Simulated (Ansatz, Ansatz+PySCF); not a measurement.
```xyz
4

C     0.0152    0.0115   -0.6274
C    -0.0169    0.0247    0.6068
H     0.0094    0.0278   -1.6729
H     0.0052    0.0294    1.6825
```

Basis set: def2-SVP (spherical functions). Left uncorrelated: 2 orbitals. Charge 0, multiplicity 3.

Computed with Ansatz (development build ahead of 0.2.0); each method stands on the lowest determinant of its kind that the runs found.

The atomization energy at this shape (free ground-state atoms in the same class of orbitals less the molecule, no zero-point energy) of triplet C₂H₂:

```
method  atomization energy
   UHF     191.55 kcal/mol
```

What does UHF-MP2 give?

255.77 kcal/mol. Caution: another spin multiplicity may lie lower.
